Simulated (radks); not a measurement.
Values are calculated unless marked as measured or tabulated.
Valence configurations of Tl III (all share [Xe]). Code: a radial shooting solver on a logarithmic mesh with Libxc functionals. Model: Dirac Kohn-Sham, PBE, spin-unpolarised, spherical densities, point nucleus; open shells fill j = l - 1/2 first. Energies are relative to 4f14 5d10 6s1; eigenvalues in eV.

\begin{tabular}{lrrrrrr}
valence & E (eV) & e(4f5/2) & e(4f7/2) & e(5d3/2) & e(5d5/2) & e(6p1/2) \\ \hline
4f14 5d10 6s1 & 0.000 & -134.12 & -129.52 & -34.509 & -32.256 & - \\
4f14 5d9.5 6s1.5 & 3.628 & -136.21 & -131.61 & -35.999 & -33.697 & - \\
4f14 5d10 6s0.5 6p0.5 & 3.962 & -134.77 & -130.17 & -35.106 & -32.844 & -17.812 \\
4f14 5d9 6s2 & 7.630 & -138.34 & -133.74 & -37.505 & -35.154 & - \\
4f14 5d9 6s1 6p1 & 15.960 & -139.61 & -135.01 & -38.655 & -36.287 & -19.141 \\
4f13.5 5d10 6s1.5 & 53.973 & -142.66 & -137.99 & -36.897 & -34.511 & - \\
4f13.5 5d9 6s1.5 6p1 & 71.629 & -148.29 & -143.62 & -41.134 & -38.631 & -19.746 \\
4f13 5d10 6s1 6p1 & 120.26 & -152.67 & -147.94 & -40.537 & -37.999 & -19.335 \\
4f13 5d10 6p2 & 128.84 & -153.92 & -149.18 & -41.667 & -39.113 & -19.954 \\
4f12 5d10 6s1 6p2 & 257.44 & -171.91 & -167.04 & -46.795 & -43.969 & -21.153 \\
\end{tabular}

NIST lists [Xe] 4f14 5d10 6s1 as the ground configuration; this level of theory agrees among the configurations tried. The energies are those of spherical spin-averaged densities, not of single terms.
